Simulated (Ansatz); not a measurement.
Reaction (SMILES): ClBr (Cl-Br) → Br atom + Cl atom
B3LYP-D3(BJ)/def2-TZVP geometries, fixed; electronic energies without zero-point terms.
Largest species:
```
Cl
Br 1 2.1653
```

Basis-set convergence of the atomisation energy at PBE with Ansatz (a program for electronic structure). All functions are spherical. The program fits the integrals of some runs and decomposes those of others, by size. Open shells are unrestricted. No added dispersion term, no relativity. Functions are those of the species that has most. Reference: the value in aug-cc-pV(5+d)Z, 62.20 kcal/mol, itself unsure by roughly 0.09 kcal/mol (its mean distance from pcseg-4, aug-pcseg-3, aug-cc-pV(Q+d)Z). Deviations are taken from unrounded values.

```csv
basis,functions
pcseg-0,35
pcseg-1,45
aug-pcseg-1,63
def2-SVPD,68
pcseg-2,77
def2-TZVPD,103
def2-TZVPPD,108
aug-pcseg-2,109
pcseg-3,132
def2-QZVPPD,177
aug-pcseg-3,182
pcseg-4,216
```

**Question.** Which is the smallest set listed that can be trusted to 2 kcal/mol here, that is, within that of the reference together with its larger relatives (same family, alike in diffuse functions; a set with none to test it counts only in the reference's own line)?

**Answer.** The smallest set listed that lies within 2 kcal/mol of the reference with all its larger relatives (same family, alike in diffuse functions; a set with none counts only in the reference's own line) is pcseg-2 (77 functions, -1.45 kcal/mol off). Value minus reference: pcseg-0 -21.14, pcseg-1 -5.40, aug-pcseg-1 -5.10, def2-SVPD -5.06, pcseg-2 -1.45, def2-TZVPD -0.35, def2-TZVPPD -0.33, aug-pcseg-2 -0.59, pcseg-3 -0.14, def2-QZVPPD -0.11, aug-pcseg-3 -0.13, pcseg-4 -0.02 kcal/mol.
